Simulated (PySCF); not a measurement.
A structure optimised at PBE0-D3(BJ)/def2-SVP, used in a PySCF frequency run:

```xyz
7

Sn     0.0000     0.0000     0.2870
O     -0.5211     1.7585    -0.5076
H      0.2603     2.2858    -0.7220
O      1.7835    -0.4279    -0.5076
H      1.8494    -1.3683    -0.7220
O     -1.2623    -1.3305    -0.5076
H     -2.1097    -0.9175    -0.7220
```
Charge 0, spin multiplicity 2.

### Question
Write its SMILES, formula and point group.

### Answer
[OH][Sn]([OH])[OH], H₃O₃Sn, C3

### Question
What are its rotational constants (standard atomic weights)?

### Answer
4.5077, 4.5077, 2.8479 GHz
